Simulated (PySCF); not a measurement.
## Vibration and rotation of NdCl

TPSSh constants of NdCl, sextet, about 4.0 electrons in the 4f shell (Mulliken), real f orbitals that mix terms (Nd x2c-SVPall, Cl x2c-SVPall; spin-free X2C with a Gaussian nucleus (PySCF 2.14); masses 141.9077 and 34.9689 u):

```
ωe                      : 306.0 cm⁻¹
ωexe                    : 0.819 cm⁻¹
Be                      : 0.090436 cm⁻¹
αe                      : 0.000341 cm⁻¹
D (centrifugal)         : 3.16e-08 cm⁻¹
De to Nd (4f4 6s2) + Cl : 4.94 eV
```

Problem. Give the vibrational terms G(v) and spacings up to v = 3.

Solution. G(v) = ωe(v+½) − ωexe(v+½)².

```csv
v,G(v) (cm⁻¹),G(v) − G(v−1),Bv (cm⁻¹)
0,153,,0.09027
1,457,304,0.08992
2,760,303,0.08958
3,1061,301,0.08924
```

Problem. How well does the Morse estimate ωe²/(4ωexe) reproduce De, and what is D0?

Solution. It gives 3.54 eV, 72 % of the computed De. D0 = De − G(0) = 4.94 − 0.02 = 4.92 eV.

These are scalar-relativistic numbers at best; spin–orbit coupling would shift them, the dissociation energy most. With d or f electrons several states lie close, and the lowest PBE0 determinant need not be the measured ground state.
